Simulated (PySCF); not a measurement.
# KS at PBE0

Level: PBE0. basis K x2c-TZVPall, S x2c-TZVPall; spin-free X2C with a Gaussian nucleus; PySCF 2.14.

* state: ²Π (doublet), unpaired electrons π ↑
* bond length: 2.828 Å
* harmonic wavenumber: 254 cm⁻¹
* force constant: 0.667 mdyn/Å
* rotational constant Be: 0.1200 cm⁻¹
* anharmonicity ωexe: 1.01 cm⁻¹
* vibration–rotation constant αe: 0.000715 cm⁻¹
* well depth De to K + S: 250 kJ/mol
* dissociation energy D0: 248 kJ/mol
* bond order (Mayer): 0.65
* dipole moment (positive dipole means K(−)S(+)): -10.01 D

The state was picked by a PBE0 search and need not be the measured ground state.
